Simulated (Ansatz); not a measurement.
Relaxation of CH₇BFN (11 atoms, charge 0, multiplicity 1), to a largest force component of 0.03 eV/Å in at most 50 steps.

Theory: RKS B3LYP/6-31G* in Ansatz.

```xyz
11
Properties=species:S:1:pos:R:3
B -0.098 0.624 -0.515
H 0.020 0.129 1.833
C 1.304 -0.032 -0.831
H 1.241 -1.090 -1.107
H 1.789 0.499 -1.661
H 1.983 0.052 0.026
N -1.320 -0.010 -0.791
H -1.381 -0.922 -1.219
H -2.214 0.437 -0.639
F -0.143 1.862 -0.005
H 0.063 0.834 1.850
```

Where does it end, and by what steps?

The run converged. The force dipped under the threshold on the way, but the program's further checks kept it going. After 24 steps the energy has fallen by 0.259 eV; H2 moved furthest, 2.00 Å.

```json
{"step": "0", "energy less start (eV)": "0.0000", "largest force component (eV/Å)": "1.488", "accepted": "yes"}
{"step": "1", "energy less start (eV)": "-0.1415", "largest force component (eV/Å)": "0.358", "accepted": "yes"}
{"step": "2", "energy less start (eV)": "-0.1885", "largest force component (eV/Å)": "0.181", "accepted": "yes"}
{"step": "3", "energy less start (eV)": "-0.2099", "largest force component (eV/Å)": "0.092", "accepted": "yes"}
{"step": "4", "energy less start (eV)": "-0.2171", "largest force component (eV/Å)": "0.113", "accepted": "yes"}
{"step": "5", "energy less start (eV)": "-0.2223", "largest force component (eV/Å)": "0.186", "accepted": "yes"}
{"step": "6", "energy less start (eV)": "-0.2230", "largest force component (eV/Å)": "0.548", "accepted": "yes"}
{"step": "7", "energy less start (eV)": "-0.2324", "largest force component (eV/Å)": "0.199", "accepted": "yes"}
{"step": "8", "energy less start (eV)": "-0.2287", "largest force component (eV/Å)": "0.416", "accepted": "no"}
{"step": "9", "energy less start (eV)": "-0.2352", "largest force component (eV/Å)": "0.064", "accepted": "yes"}
{"step": "10", "energy less start (eV)": "-0.2396", "largest force component (eV/Å)": "0.140", "accepted": "yes"}
{"step": "11", "energy less start (eV)": "-0.2393", "largest force component (eV/Å)": "0.532", "accepted": "no"}
{"step": "12", "energy less start (eV)": "-0.2432", "largest force component (eV/Å)": "0.051", "accepted": "yes"}
{"step": "13", "energy less start (eV)": "-0.2451", "largest force component (eV/Å)": "0.158", "accepted": "yes"}
{"step": "14", "energy less start (eV)": "-0.2481", "largest force component (eV/Å)": "0.235", "accepted": "yes"}
{"step": "15", "energy less start (eV)": "-0.2510", "largest force component (eV/Å)": "0.248", "accepted": "yes"}
{"step": "16", "energy less start (eV)": "-0.2537", "largest force component (eV/Å)": "0.182", "accepted": "yes"}
{"step": "17", "energy less start (eV)": "-0.2558", "largest force component (eV/Å)": "0.135", "accepted": "yes"}
{"step": "18", "energy less start (eV)": "-0.2575", "largest force component (eV/Å)": "0.081", "accepted": "yes"}
{"step": "19", "energy less start (eV)": "-0.2582", "largest force component (eV/Å)": "0.063", "accepted": "yes"}
{"step": "20", "energy less start (eV)": "-0.2589", "largest force component (eV/Å)": "0.060", "accepted": "yes"}
{"step": "21", "energy less start (eV)": "-0.2592", "largest force component (eV/Å)": "0.040", "accepted": "yes"}
{"step": "22", "energy less start (eV)": "-0.2594", "largest force component (eV/Å)": "0.023", "accepted": "yes"}
{"step": "23", "energy less start (eV)": "-0.2594", "largest force component (eV/Å)": "0.037", "accepted": "yes"}
{"step": "24", "energy less start (eV)": "-0.2595", "largest force component (eV/Å)": "0.011", "accepted": "yes"}
```

```xyz
11
Properties=species:S:1:pos:R:3
B -0.100 0.333 -0.664
H 0.054 1.158 3.550
C 1.311 -0.125 -1.198
H 1.257 -0.834 -2.030
H 1.895 0.742 -1.532
H 1.892 -0.593 -0.393
N -1.322 -0.113 -1.188
H -1.389 -0.766 -1.954
H -2.213 0.196 -0.825
F -0.156 1.213 0.366
H 0.015 1.173 2.808
```

Whether the end is a true minimum wasn't checked by a vibrational analysis.

The run took 62 s on 1 thread of Arm Neoverse V2, with other jobs on the host, peak memory 0.17 GiB.
